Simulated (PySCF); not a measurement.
Br2FGeH2N.

```xyz
7

N      2.1810    -0.3743     0.5417
Ge     0.3698    -0.1902     0.4418
F     -0.2814    -0.6259     2.0021
Br    -0.1184     2.0166     0.0206
Br    -0.7306    -1.5739    -1.0559
H      2.4885    -1.3509     0.4506
H      2.6617     0.1944    -0.1660
```
Charge 0, spin multiplicity 1.

The structure is a stationary point at PBE-D3(BJ)/def2-SVP. The values are those of a single conformer.

Method: B3LYP/pcSseg-1 run with PySCF. Non-relativistic, no solvent.

**Question.** Give the absolute GIAO shielding of each atom: isotropic value and principal components (ppm). (Estimate from the structure and the level; the computed values follow.)

**Answer.** 
| atom | σ(iso) | σ11 | σ22 | σ33 | span |
|---|---|---|---|---|---|
| N1 | 187.1 | 147.9 | 165.3 | 248.3 | 100.4 |
| Ge2 | 1165.3 | 1114.2 | 1173.0 | 1208.7 | 94.5 |
| F3 | 251.1 | 174.5 | 223.2 | 355.5 | 181.0 |
| Br4 | 2251.1 | 1869.4 | 1975.7 | 2908.2 | 1038.8 |
| Br5 | 2157.7 | 1757.8 | 1839.5 | 2875.8 | 1117.9 |
| H6 | 29.4 | 22.5 | 25.1 | 40.7 | 18.3 |
| H7 | 29.2 | 22.6 | 26.5 | 38.6 | 15.9 |
